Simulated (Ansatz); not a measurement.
Consider the substitution at a C–O bond: `FC(F)(F)OBCl` + `OB(O)S` → `OB(O)SC(F)(F)F` + `OBCl`.

Computed with Ansatz on PBE0-D4/def2-TZVP structures; ΔE is electronic, products minus reactants. CCSD(T)/CBS is the MP2 limit (def2-TZVPP, def2-QZVPP) plus CCSD(T) − MP2 in def2-TZVPP, frozen cores. This one scheme is used for every species. Functionals use def2-TZVPP. B3LYP here is the variant with VWN-RPA as its local correlation; programs differ in this. One conformer a species, not always the lowest.

```csv
level,ΔE (kJ/mol),difference from CCSD(T)/CBS
r2SCAN-D4,3.6,-1.4
PBE0-D4,5.0,0.0
ωB97M-V,4.9,-0.1
PBE,-3.3,-8.3
r2SCAN,4.2,-0.8
PBE0,7.4,2.4
B3LYP,6.6,1.6
HF/def2-TZVPP,36.9,31.9
MP2/def2-TZVPP,6.9,1.9
SCS-MP2/def2-TZVPP,10.4,5.4
CCSD/def2-TZVPP,16.7,11.7
CCSD(T)/def2-TZVPP,12.0,7.0
HF/def2-QZVPP,37.1,32.1
MP2/def2-QZVPP,3.0,-2.0
MP2/CBS(def2),-0.1,-5.1
CCSD/CBS(def2),9.7,4.7
CCSD(T)/CBS,5.0,0
```

Largest T1 diagnostic among the species: 0.013.

In def2-TZVPP, CCSD(T) changes the Hartree–Fock value by −24.9 kJ/mol (the triples alone add −4.8 kJ/mol) and MP2 by −30.0 kJ/mol. The D4 term adds −4.6 kJ/mol with B3LYP and −2.4 kJ/mol with PBE0; it sums over pairs of atoms, weighted by their polarisabilities, and B3LYP, whose exchange is more repulsive, gets the larger term.
